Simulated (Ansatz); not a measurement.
Consider the ligand exchange at a B–F bond: `OB(F)F` + HBr → `OB(F)Br` + H–F.

Calculated with Ansatz (gas phase, PBE0-D4/def2-TZVP geometries, no zero-point term in ΔE). CCSD(T)/CBS is the MP2 limit (def2-TZVPP, def2-QZVPP) plus CCSD(T) − MP2 in def2-TZVPP, frozen cores. This one scheme is used for every species. DFT in def2-TZVPP. B3LYP here is the variant with VWN-RPA as its local correlation; programs differ in this. For Br outer-core shells are correlated without core-valence functions, which leaves a few kJ/mol of doubt a bond. Scalar relativity is left out up to krypton. One conformer a species, not always the lowest.

`OB(F)F`:

Cartesian coordinates in Å:
```
O 0.729 -0.104 0.701
B -0.064 0.067 -0.372
F 0.480 0.303 -1.548
F -1.388 0.005 -0.293
H 0.243 -0.271 1.512
```

HBr:

Cartesian coordinates in Å:
```
Br 0.363 -0.570 -0.218
H -0.363 0.570 0.218
```

`OB(F)Br`:

Cartesian coordinates in Å:
```
O -0.783 -0.005 -0.765
B 0.202 -0.322 0.086
F 0.658 -1.554 0.106
Br 0.982 0.968 1.290
H -1.059 0.913 -0.717
```

H–F:

```xyz
2

F     0.120    0.351    0.272
H    -0.120   -0.351   -0.272
```

CCSD(T)/CBS gives +64.9 kJ/mol.

Question: Another level gave +58.2 kJ/mol. Which?
A. revPBE-D4/def2-TZVPP
B. BHLYP/def2-TZVPP
C. B3LYP/def2-TZVPP
D. LC-ωPBE/def2-TZVPP

Answer: A. revPBE-D4 58.2, B3LYP 78.6, LC-ωPBE 71.6, BHLYP 83.7 kJ/mol.

Largest T1 diagnostic among the species: 0.012.

At CCSD(T), def2-SVP lies +27.0 kJ/mol from the extrapolated value and def2-TZVPP +6.0 kJ/mol. From BLYP to BHLYP (50 % exact exchange), in def2-TZVPP and without D4, ΔE moves by +6.8 kJ/mol. The D4 term adds −5.1 kJ/mol with B3LYP and −2.6 kJ/mol with PBE0; it sums over pairs of atoms, weighted by their polarisabilities, and B3LYP, whose exchange is more repulsive, gets the larger term.
